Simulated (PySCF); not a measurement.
## Neon: a sound run and one with changed settings

Sound run: Ne⁺ [He] 2s2 2p5, Ne²⁺ [He] 2s2 2p4. All numbers are calculated (PySCF 2.14, the non-relativistic Hamiltonian (point nucleus), in def2-SVP (3s2p1d, 14 functions)). The sound run starts from symmetry-adapted Hartree-Fock orbitals and uses a fine grid where one is needed.

Changed run: initial guess 1e, at most 3 SCF cycles. This setting is unsound on purpose.

```tsv
species	method	sound run (hartree)	changed run (hartree)	converged
Ne⁺	UHF	-127.64829	-127.64827	no
Ne⁺	r2SCAN	-127.97377	-127.97367	no
Ne⁺	PBE0	-127.91558	-127.91557	no
Ne²⁺	UHF	-126.19497	-126.19497	no
Ne²⁺	r2SCAN	-126.45337	-126.45336	no
Ne²⁺	PBE0	-126.39943	-126.39943	no
```

The SCF was stopped early; the energies are upper bounds that still move, and correlated levels were skipped or rest on poor orbitals.
